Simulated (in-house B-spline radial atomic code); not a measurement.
The numbers below are computed, except where a source is named.
# Softness against transferability: the 2s channel of Mg

Mg, [Ne] 3s2, non-relativistic PBE, spherical and spin-unpolarised, from a B-spline radial code for spherical atoms (atomic units). The all-electron 2s level is ε = -2.923481 hartree, its outermost node lies just inside 0.19 bohr and its outer maximum at 0.55 bohr.

Troullier-Martins pseudo-orbitals are made for several radii. The cutoffs (hartree) are the plane-wave energies beyond which the orbital holds less than the named kinetic energy per electron. The phase error is the difference, pseudo minus all-electron, of arctan(R P'/P) at R = 1.07 bohr for all radii, half a hartree below and above the level.

| r_c (bohr) | V_l(0) (hartree) | cutoff for 10 mEh | for 1 mEh | for 0.1 mEh | phase error at ε − 0.5 (mrad) | at ε + 0.5 (mrad) |
| --- | --- | --- | --- | --- | --- | --- |
| 0.41 | -0.74 | 170 | 388 | > 450 | -0.3 | -0.1 |
| 0.48 | 13.27 | 82.9 | 212 | 350 | -0.3 | -0.1 |
| 0.55 | 9.59 | 78.9 | 198 | 344 | -0.3 | -0.1 |
| 0.62 | 4.20 | 68.7 | 167 | 284 | -0.6 | -0.1 |
| 0.7 | -0.34 | 56.6 | 134 | 186 | -1.1 | -0.3 |
| 0.77 | -2.92 | 47.2 | 107 | 143 | -1.8 | -0.5 |

Problem. Which radius needs the lowest cutoff for 1 mEh while both phase errors stay within 0.7 mrad?

Solution. The radii within that limit are 0.41, 0.48, 0.55, 0.62 bohr; of these r_c = 0.62 needs the least, 167 hartree, that is 334 Ry or 4544 eV.

Problem. What does the larger radius buy, and what does it cost?

Solution. From r_c = 0.41 to 0.77 bohr the cutoff for 1 mEh goes from 388 to 107 hartree, a factor of 3.63, against 3.53 for a pure 1/r_c² scaling, end to end; step by step it is 388, 212, 198, 167, 134, 107, and for 0.1 mEh > 450, 350, 344, 284, 186, 143; the number of plane waves goes as the cutoff to the power 3/2, here a factor of 6.9. The larger of the two phase errors is least at r_c = 0.41 bohr, 0.3 mrad; it is 0.3 at the smallest radius and 1.8 at the largest. These errors test the reference atom alone. Large radii also let the cores of neighbours overlap, which an atom doesn't show.
